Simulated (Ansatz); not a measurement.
Species: SiNH4, charge 0, doublet. SiNH4 (SMILES N[SiH2], doublet).
B3LYP-D3(BJ)/def2-TZVP minimum from Ansatz (a quantum-chemistry and plane-wave program):
```xyz
6

Si     0.3663    -0.1818    -0.4796
N     -0.5604     0.3755     0.8720
H     -0.3719     0.2234    -1.7096
H      0.4310    -1.6678    -0.3793
H     -0.9051     1.3231     0.8978
H     -0.3598     0.0386     1.8013
```
Charge 0, spin multiplicity 2.

Total energies in hartree (Ansatz). Open shells are spin-unrestricted; no spin-orbit coupling. Cores are frozen in correlated methods. No relativity. Where a partner has so few electrons that a lower coupled-cluster level is exact, that level stands in.

```tsv
species	HF/cc-pV(T+d)Z	CCSD(T)/cc-pV(T+d)Z	HF/cc-pV(Q+d)Z	CCSD(T)/cc-pV(Q+d)Z	CCSD(T)/cc-pV(D+d)Z	CCSDT(Q)/cc-pV(D+d)Z
1: SiNH4 (SMILES N[SiH2], doublet)	-345.73111	-346.09778	-345.73979	-346.12755	-345.99424	-345.99560
2: Si (triplet)	-288.85649	-288.93344	-288.85845	-288.93781	-288.91643	-288.91690
3: N (quartet)	-54.40069	-54.51471	-54.40372	-54.52482	-54.47850	-54.47866
4: H (doublet)	-0.49981	-0.49981	-0.49995	-0.49995	-0.49928	-0.49928
```

Q: Work out the atomisation energy (electronic, to ground-state atoms) in kcal/mol: take Hartree-Fock from cc-pV(Q+d)Z, extrapolate the CCSD(T) correlation energy as X^-3 (X = 3, 4), and add CCSDT(Q) - CCSD(T) in cc-pV(D+d)Z. 1 hartree = 627.51 kcal/mol.

A: 
Species 1: correlation (64·(-0.38776) - 27·(-0.36667))/37 = -0.40315; step -0.00136; E1 = -345.73979 + (-0.40315) + (-0.00136) = -346.14430
Species 2: correlation (64·(-0.07936) - 27·(-0.07695))/37 = -0.08112; step -0.00047; E2 = -288.85845 + (-0.08112) + (-0.00047) = -288.94004
Species 3: correlation (64·(-0.12110) - 27·(-0.11402))/37 = -0.12627; step -0.00016; E3 = -54.40372 + (-0.12627) + (-0.00016) = -54.53015
Species 4: correlation (64·(0.00000) - 27·(0.00000))/37 = 0.00000; step +0.00000; E4 = -0.49995 + (0.00000) + (+0.00000) = -0.49995
-1·E1 +1·E2 +1·E3 +4·E4 = 0.67431 hartree = 423.1 kcal/mol.
